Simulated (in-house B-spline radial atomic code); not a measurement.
Results of a calculation; reference values are marked as such.
# N in an electron gas of r_s = 3: phase shifts, screening, friction and resistivity

A nucleus sits in a uniform electron gas with a rigid positive background. The Kohn-Sham equations are solved self-consistently in the spin-unpolarised LDA (PW92), non-relativistic, on B-splines with outgoing waves at the boundary and partial waves to l = 8. The model has no lattice, no bands and no magnetic solution. Atomic units; δ_l are the phase shifts at the Fermi level, counted so that each bound state adds π, and good to about 0.0005.

The density parameter is r_s = 3 bohr, near that of the valence electrons of Ag (1 per atom, density 10.5 g/cm³, mass 107.87 u, which gives r_s = 3.02).

```tsv
l	δ_l (rad)
0	4.9387
1	2.0586
2	-0.0244
3	0.0004
4	0.0004
5	0.0002
6	0.0001
7	0.0002
8	0.0002
```

Bound levels below the band bottom (hartree): s -13.47, s -0.2489.

Task: Check the Friedel sum rule, and say where the screening charge sits.

Result: k_F = (9π/4)^(1/3)/r_s = 0.63972. The rule is Z = (2/π) Σ (2l + 1) δ_l. The terms are s 3.144, p 3.932, d -0.078, f 0.002 and 0.009 beyond, in all 7.008 against Z = 7. Bound states hold 4 s, 0 p, 0 d electrons, so the scattering states carry 3.01 in all; where a term is smaller than its bound count, the bound level has drawn weight out of the band.

Task: Find the transport cross section and the electronic stopping of a 1 keV N ion (mass 14.01 u).

Result: σ_tr = (4π/k_F²) Σ (l + 1) sin²(δ_l − δ_(l+1)). The terms for l = 0 to 3 are 0.0668, 1.5196, 0.0018, 0.0000, all together 1.5883, so σ_tr = 30.707 × 1.5883 = 48.771 bohr². With n = 3/(4π r_s³) = 0.008842, the friction coefficient is Q = n k_F σ_tr = 0.2759. For v well below v_F = 0.640, dE/dx = Q v; with 24801 eV per u at v = 1, v = √(1000/(24801 × 14.01)) = 0.0536, so dE/dx = 0.01480 hartree/bohr = 7.61 eV/nm. The largest term couples the p and d waves.

Task: What residual resistivity would 1 atomic per cent of such centres give in Ag?

Result: Δρ = k_F n_i σ_tr/n in atomic units of 21.74 μΩ·cm. With one host atom per 1 electron, n_i/n = 0.01/1, so Δρ = 0.6397 × 0.01000 × 48.771 × 21.74 = 6.78 μΩ·cm. This is an atom added to the gas, as on an interstitial site.

Task: On a substitutional site the background of one host ion, a sphere holding 1 charge, is taken out. The phase shifts for l = 0 to 4 become 4.8049, 1.7202, -0.0900, -0.0118, -0.0006. What follows?

Result: The Friedel sum is now 6.01, for Z − 1 = 6. The sum in σ_tr is 1.9096, so σ_tr = 58.64 bohr² and Δρ = 8.15 μΩ·cm per atomic per cent, 1.20 times the value above. A real host ion scatters too, so this model doesn't give zero even for the host's own atom.
